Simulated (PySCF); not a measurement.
SMILES c1cccc(C#N)c1O at its GFN2-xTB optimised geometry (Å):

```
14

N     -1.8705    -2.8041    -0.0005
C     -1.3685    -1.7715    -0.0002
C     -0.6863    -0.5370     0.0000
C     -1.3899     0.6693     0.0001
C     -0.7056     1.8657     0.0000
C      0.6838     1.8670     0.0000
C      1.3913     0.6817     0.0000
C      0.7188    -0.5370     0.0000
O      1.4442    -1.6760    -0.0001
H     -2.4695     0.6453     0.0001
H     -1.2490     2.7977     0.0001
H      1.2195     2.8041     0.0000
H      2.4695     0.6694     0.0000
H      0.8670    -2.4527     0.0002
```

Method: CAM-B3LYP/def2-TZVP in PySCF.

Map of the HOMO−1 amplitude (bohr^(-3/2)) on the plane z = 1.2 Å; orbital energy -9.18 eV, overall sign arbitrary:

```
|444444444444444444444444444|
|444444444444444444444444444|
|444444444444445555444444444|
|444444444444555555554444444|
|444444444445555555555444444|
|444444444445555655555544444|
|444444444445566666555544444|
|444444444444567877655554444|
|444444443334578998765554444|
|444444433223468998765555444|
|444444332112467999866555444|
|444444321001357899876555444|
|444444321000246788866555444|
|444444331000135677765555444|
|444444432100124566655554444|
|444444443211123455555554444|
|444444444332233444555444444|
|444455555544344444444444444|
|444555566665444444444444444|
|444555667765544444444444444|
|444555677766554444444444444|
|444555667765554444444444444|
|444555566665554444444444444|
|444455555555554444444444444|
|444445555555544444444444444|
|444444555555444444444444444|
|444444444444444444444444444|
```
Scale: ten equal steps from -0.057 (start of '0') to 0.059 (end of '9'), in the order '0123456789'; x runs from -5.00 to 5.00, y from -5.00 (bottom) to 5.00 (top).
